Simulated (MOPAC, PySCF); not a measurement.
[Cu(H2O)(OH)], neutral singlet in the gas phase. 

Cartesian coordinates (Å):
```xyz
6

Cu    -0.0754     0.0364     0.0516
O     -1.3445    -1.4118     0.3245
H     -1.0118    -2.0279     1.0077
H     -1.4210    -1.9493    -0.4894
O      1.1656     1.2669    -0.2393
H      0.7702     2.1273     0.0008
```
Charge 0, multiplicity 1.

All levels are single points at this geometry (TPSS-D3(BJ)/def2-SVP); Pople sets use spherical d functions. Orbital energies aren't observables, and empty levels follow the basis.

| level | HOMO (eV) | LUMO (eV) | gap (eV) | dipole (D) | vertical IE, Delta-SCF (eV) |
|---|---|---|---|---|---|
| B3LYP-D3(BJ)/def2-TZVP in PySCF | -5.70 | -1.48 | 4.22 | 6.54 | – |
| TPSSh-D3(BJ)/def2-TZVP in PySCF | -4.97 | -1.42 | 3.55 | 6.44 | – |
| BP86/6-31G* (LANL2DZ on Cu) in PySCF | -4.30 | -1.74 | 2.55 | 5.80 | – |
| HF/STO-3G in PySCF | -3.58 | 5.40 | 8.97 | 4.06 | – |
| PM6 in MOPAC | -8.57 | 1.06 | 9.63 | 6.48 | – |
| PM7 in MOPAC | -7.60 | 1.14 | 8.74 | 7.88 | – |
